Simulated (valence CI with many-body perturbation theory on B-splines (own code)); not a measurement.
# I XXI: what each term of the Hamiltonian does

Computed by relativistic CI+MBPT: five valence electrons over a frozen Dirac-Fock core [Ar] 3d10, radial functions for each j: 9 s, 9 p, 8 d, 6 f, 3 g, 1 h, with the one-electron correlation potential Σ1 (screened to all orders), the two-electron term Σ2, the three-electron term Σ3, Breit, model QED; selected single and double excitations, second order for the rest (own B-spline code, finite nucleus).

No measured spectrum was set against this ion. As an estimate, levels hold to about 250 cm⁻¹ or 0.2 % of their energy and the worst to 1 %, as in measured heavy ions of charge 2 to 7; those with d or f electrons hold less well. Among the levels kept, up to 300 cm⁻¹ of a level comes from second order outside the variational space, and about a tenth of that is noise between levels of different J, which matters for small intervals.

Each rung adds one term. CI alone is the Dirac-Coulomb CI over the frozen core; QED comes last and gives the full result, which names the levels. Energies are above (4s^2 4p1/2^2 4p3/2) J=3/2 on the same rung, in eV.

Levels are named by their leading jj configuration (3d3/2^4 stands for four electrons in 3d with j = 3/2), which in mixed levels can hold well under half, so a name can repeat and another be missing. Letters in brackets count levels of one name in rising energy.

| Level | CI alone |
| --- | --- |
| (4s^2 4p1/2 4p3/2^2) J=3/2 | 11.84 |
| (4s^2 4p1/2 4p3/2^2) J=5/2 | 14.88 |
| (4s^2 4p1/2 4p3/2^2) J=1/2 | 18.93 |
| (4s^2 4p3/2^3) J=3/2 | 30.85 |
| (4s 4p1/2^2 4p3/2^2) J=5/2 | 59.49 |
| (4s 4p1/2^2 4p3/2^2) J=3/2 | 66.66 |
| (4s 4p1/2^2 4p3/2^2) J=1/2 | 67.34 |
| (4s 4p1/2 4p3/2^3) J=3/2 [a] | 75.13 |
| (4s 4p1/2 4p3/2^3) J=5/2 | 78.83 |
| (4s^2 4p1/2^2 4d3/2) J=3/2 | 82.66 |
| (4s 4p1/2 4p3/2^3) J=1/2 | 84.22 |
| (4s 4p1/2 4p3/2^3) J=3/2 [b] | 85.98 |
| (4s^2 4p1/2^2 4d5/2) J=5/2 | 87.06 |
| (4s^2 4p1/2 4p3/2 4d3/2) J=5/2 | 93.11 |
| (4s^2 4p1/2 4p3/2 4d3/2) J=1/2 [a] | 94.01 |
| (4s^2 4p1/2 4p3/2 4d3/2) J=7/2 | 95.08 |

Problem. What do these energies become with core correlation, Breit and QED?

Solution. (4s^2 4p1/2 4p3/2^2) J=3/2 11.87 (+0.025); (4s^2 4p1/2 4p3/2^2) J=5/2 14.84 (-0.040); (4s^2 4p1/2 4p3/2^2) J=1/2 18.82 (-0.113); (4s^2 4p3/2^3) J=3/2 30.78 (-0.067); (4s 4p1/2^2 4p3/2^2) J=5/2 59.59 (+0.101); (4s 4p1/2^2 4p3/2^2) J=3/2 66.63 (-0.026); (4s 4p1/2^2 4p3/2^2) J=1/2 67.29 (-0.048); (4s 4p1/2 4p3/2^3) J=3/2 [a] 75.09 (-0.036); (4s 4p1/2 4p3/2^3) J=5/2 78.74 (-0.090); (4s^2 4p1/2^2 4d3/2) J=3/2 82.41 (-0.243); (4s 4p1/2 4p3/2^3) J=1/2 83.82 (-0.404); (4s 4p1/2 4p3/2^3) J=3/2 [b] 85.55 (-0.436); (4s^2 4p1/2^2 4d5/2) J=5/2 86.74 (-0.321); (4s^2 4p1/2 4p3/2 4d3/2) J=5/2 92.95 (-0.156); (4s^2 4p1/2 4p3/2 4d3/2) J=1/2 [a] 93.81 (-0.203); (4s^2 4p1/2 4p3/2 4d3/2) J=7/2 94.89 (-0.188).

Problem. How does the ionisation energy move along the ladder, and which term matters most?

Solution. CI alone 602.28, + Σ1 603.52, + Σ2 603.54, + Σ3 603.34, + Breit 603.06, + QED 603.06 eV. The largest step is Σ1, 1.24 eV. NIST lists 601 ± 4 eV (theoretical).
